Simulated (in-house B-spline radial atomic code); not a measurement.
Inner-shell binding energies (edges) and X-ray emission energies of free atoms and ions, as differences of relaxed hole-state energies with first-order Breit, QED and recoil terms, without correlation or multiplet splittings, in NIST's listed ground configurations. For neutral atoms such line energies lie within some 1 to 5 eV of tabulated X-ray lines (up to 20 eV for the heaviest). Removing outer electrons raises all edges nearly alike, so lines move far less than edges. K = 1s, L1 = 2s, M5 = 3d5/2. A dash marks a subshell that is part filled or wasn't run, or a line left out. Computed with an all-electron radial atomic-structure program (B-spline basis): Dirac-Hartree-Fock, average of the configuration, finite nuclei.

| ion | configuration | K edge (eV) | L1 edge (eV) | M5 edge (eV) |
| --- | --- | --- | --- | --- |
| I | [Kr] 4d10 5s2 5p5 | 33176.5 | 5203.32 | 628.18 |
| I+ | [Kr] 4d10 5s2 5p4 | 33187.1 | 5213.86 | 638.66 |
| I2+ | [Kr] 4d10 5s2 5p3 | 33199 | 5225.58 | 650.29 |
| I3+ | [Kr] 4d10 5s2 5p2 | ? | ? | ? |
| I4+ | [Kr] 4d10 5s2 5p1 | ? | ? | ? |
| I5+ | [Kr] 4d10 5s2 | 33240.7 | 5266.67 | 690.94 |
| I7+ | [Kr] 4d10 | 33275.3 | 5300.44 | 724.52 |

Question: Fill in the row of I3+.

Answer: K edge (eV): 33211.9; L1 edge (eV): 5238.34; M5 edge (eV): 662.94.

Question: Fill in the row of I4+.

Answer: K edge (eV): 33225.8; L1 edge (eV): 5252.06; M5 edge (eV): 676.51.
